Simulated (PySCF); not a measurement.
Protons, H atoms and electrons added to or taken from C[SiH3]. All species are isolated molecules in the gas phase. Strings in code marks are SMILES.

Quantity: electronic energy of isomers of CH5Si, doublet states, relative to `C[SiH2]`, in kJ/mol. HF references are unrestricted for open shells and restricted for singlets.

Level 1: PBE-D3(BJ)/def2-TZVP // r2SCAN-D4/def2-TZVP (PySCF)
Level 2: PBE/6-31G* // r2SCAN-D4/def2-TZVP (PySCF)
Level 3: SVWN5/6-31G* // r2SCAN-D4/def2-TZVP (PySCF)
Level 4: HF/3-21G // r2SCAN-D4/def2-TZVP (PySCF)

| species | level 1 | level 2 | level 3 | level 4 |
|---|---|---|---|---|
| `[CH2][SiH3]` | 58.8 | 63.1 | 77.7 | 54.9 |
